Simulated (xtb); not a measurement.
C2H4NO, doublet, from a rough starting geometry; GFN2-xTB run with xtb 6.7.1.

The xtb input:
```
$ xtb mol.xyz --gfn 2 --uhf 1 --opt vtight --json

# file mol.xyz
8

O      0.54023553     1.85750361    -0.04297921
C      0.16891879     0.67519326    -0.04180480
N      1.03473388    -0.41533608    -0.12903116
C     -1.26120485     0.18322004    -0.06011932
H      0.82453264    -1.36646896     0.12068849
H     -1.48861707    -0.55198138    -0.84689662
H     -1.57513892    -0.20852505     0.96330646
H      2.04153192    -0.16188034     0.07514827
```

It wrote (shortened):

```
   ID    Z sym.   atoms
    1    8 O      1
    2    6 C      2, 4
    3    7 N      3
    4    1 H      5-8

           -------------------------------------------------
          |                Calculation Setup                |
           -------------------------------------------------

           -------------------------------------------------
          |                 G F N 2 - x T B                 |
           -------------------------------------------------

          ...................................................
          :                      SETUP                      :
          :.................................................:
          :  # basis functions                  20          :
          :  # atomic orbitals                  20          :
          :  # shells                           12          :
          :  # electrons                        23          :
          :  max. iterations                   250          :
          :  Hamiltonian                  GFN2-xTB          :
          :  restarted?                      false          :
          :  GBSA solvation                  false          :
          :  PC potential                    false          :
          :  electronic temp.          300.0000000     K    :
          :  accuracy                    1.0000000          :
          :  -> integral cutoff          0.2500000E+02      :
          :  -> integral neglect         0.1000000E-07      :
          :  -> SCF convergence          0.1000000E-05 Eh   :
          :  -> wf. convergence          0.1000000E-03 e    :
          :  Broyden damping             0.4000000          :
          :  net charge                          0          :
          :  unpaired electrons                  1          :
          ...................................................

 iter      E             dE          RMSdq      gap      omega  full diag
   1    -13.2409470 -0.132409E+02  0.539E+00    4.00       0.0  T
   2    -13.3087134 -0.677665E-01  0.314E+00    3.38       1.0  T
   3    -13.3158597 -0.714624E-02  0.181E+00    3.71       1.0  T
   4    -13.3156369  0.222757E-03  0.382E-01    3.58       1.0  T
   5    -13.3164965 -0.859617E-03  0.120E-01    3.59       1.0  T
   6    -13.3165113 -0.147545E-04  0.616E-02    3.56       1.0  T
   7    -13.3165124 -0.111970E-05  0.123E-02    3.57       2.9  T
   8    -13.3165130 -0.546794E-06  0.565E-03    3.56       6.3  T
   9    -13.3165130 -0.642375E-07  0.937E-04    3.57      37.7  T
  10    -13.3165130 -0.181444E-08  0.340E-04    3.57     103.8  T

   *** convergence criteria satisfied after 10 iterations ***

         :::::::::::::::::::::::::::::::::::::::::::::::::::::
         ::                     SUMMARY                     ::
         :::::::::::::::::::::::::::::::::::::::::::::::::::::
         :: total energy             -13.196514854238 Eh    ::
         :: gradient norm              0.100474961463 Eh/a0 ::
         :: HOMO-LUMO gap              3.565513785021 eV    ::
         ::.................................................::
         :: SCC energy               -13.316512255513 Eh    ::
         :: -> isotropic ES            0.038713992662 Eh    ::
         :: -> anisotropic ES          0.004786323740 Eh    ::
         :: -> anisotropic XC          0.006620350862 Eh    ::
         :: -> dispersion             -0.003116393893 Eh    ::
         :: repulsion energy           0.119997401275 Eh    ::
         :: add. restraining           0.000000000000 Eh    ::
         :: total charge               0.000000000000 e     ::
         :::::::::::::::::::::::::::::::::::::::::::::::::::::

      -----------------------------------------------------------
     |                   =====================                   |
     |                        A N C O P T                        |
     |                   =====================                   |
     |               Approximate Normal Coordinate               |
[...]
 * total energy  :   -13.2269834 Eh     change       -0.2574035E-04 Eh
 * total energy  :   -13.2269952 Eh     change       -0.1179009E-04 Eh
 * total energy  :   -13.2269995 Eh     change       -0.4360542E-05 Eh
 * total energy  :   -13.2270028 Eh     change       -0.3299475E-05 Eh
 * total energy  :   -13.2270065 Eh     change       -0.3666821E-05 Eh
 * total energy  :   -13.2270105 Eh     change       -0.3958728E-05 Eh
 * total energy  :   -13.2270138 Eh     change       -0.3393997E-05 Eh
 * total energy  :   -13.2270155 Eh     change       -0.1634428E-05 Eh
 * total energy  :   -13.2270160 Eh     change       -0.4837906E-06 Eh
 * total energy  :   -13.2270162 Eh     change       -0.2303474E-06 Eh
 * total energy  :   -13.2270163 Eh     change       -0.7464279E-07 Eh
 * total energy  :   -13.2270163 Eh     change       -0.3197010E-07 Eh
   *** GEOMETRY OPTIMIZATION CONVERGED AFTER 32 ITERATIONS ***
         :: total energy             -13.227016303400 Eh    ::
[...]
         4        2.0000           -0.5861910             -15.9511
         5        2.0000           -0.5572217             -15.1628
         6        2.0000           -0.5436502             -14.7935
         7        2.0000           -0.5305256             -14.4363
         8        2.0000           -0.4938996             -13.4397
         9        2.0000           -0.4887947             -13.3008
        10        2.0000           -0.4177663             -11.3680
        11        2.0000           -0.3990392             -10.8584
        12        1.0000           -0.3756077             -10.2208 (HOMO)
        13                         -0.1746986              -4.7538 (LUMO)
        14                          0.0058161               0.1583
        15                          0.1278728               3.4796
        16                          0.1851151               5.0372
        17                          0.2191971               5.9647
        18                          0.2625256               7.1437
        19                          0.4166035              11.3364
        20                          0.6248199              17.0022
      -------------------------------------------------------------
                  HL-Gap            0.2009090 Eh            5.4670 eV
             Fermi-level           -0.3312383 Eh           -9.0135 eV

     #   Z          covCN         q      C6AA      α(0)
     1   8 O        0.859    -0.430    22.291     6.330
     2   6 C        2.745     0.282    22.220     7.718
     3   7 N        2.643    -0.274    27.094     7.731
     4   6 C        2.844    -0.097    30.431     9.041
     5   1 H        0.861     0.175     1.241     1.745
     6   1 H        0.926     0.064     2.150     2.293
     7   1 H        0.926     0.088     1.899     2.155
     8   1 H        0.860     0.192     1.149     1.679

 Mol. C6AA /au·bohr⁶  :        630.907668
 Mol. C8AA /au·bohr⁸  :      13889.894890
 Mol. α(0) /au        :         38.692068

Wiberg/Mayer (AO) data.
largest (>0.10) Wiberg bond orders for each atom

 ---------------------------------------------------------------------------
     #   Z sym  total        # sym  WBO       # sym  WBO       # sym  WBO
 ---------------------------------------------------------------------------
     1   8 O    1.976 --     2 C    1.586     3 N    0.210     4 C    0.151
     2   6 C    3.961 --     1 O    1.586     4 C    1.195     3 N    1.177
     3   7 N    3.356 --     2 C    1.177     5 H    0.951     8 H    0.946
                             1 O    0.210
     4   6 C    3.379 --     2 C    1.195     6 H    0.980     7 H    0.978
                             1 O    0.151
     5   1 H    0.969 --     3 N    0.951
     6   1 H    0.996 --     4 C    0.980
     7   1 H    0.992 --     4 C    0.978
     8   1 H    0.963 --     3 N    0.946
 ---------------------------------------------------------------------------

Topologies differ in total number of bonds
Writing topology from bond orders to xtbtopo.mol

molecular dipole:
                 x           y           z       tot (Debye)
 q only:       -0.062      -1.384      -0.306
   full:       -0.058      -1.694      -0.374       4.412
molecular quadrupole (traceless):
                xx          xy          yy          xz          yz          zz
 q only:        4.673      -2.443      -4.278      -0.706      -0.846      -0.395
  q+dip:        6.258      -2.881      -4.978      -0.883      -0.792      -1.280
   full:        5.622      -2.935      -5.409      -0.835      -1.143      -0.214

optimized geometry written to: xtbopt.xyz

           -------------------------------------------------
          | TOTAL ENERGY              -13.227016303400 Eh   |
          | GRADIENT NORM               0.000054261564 Eh/α |
          | HOMO-LUMO GAP               5.467013286054 eV   |
           -------------------------------------------------

normal termination of xtb
```
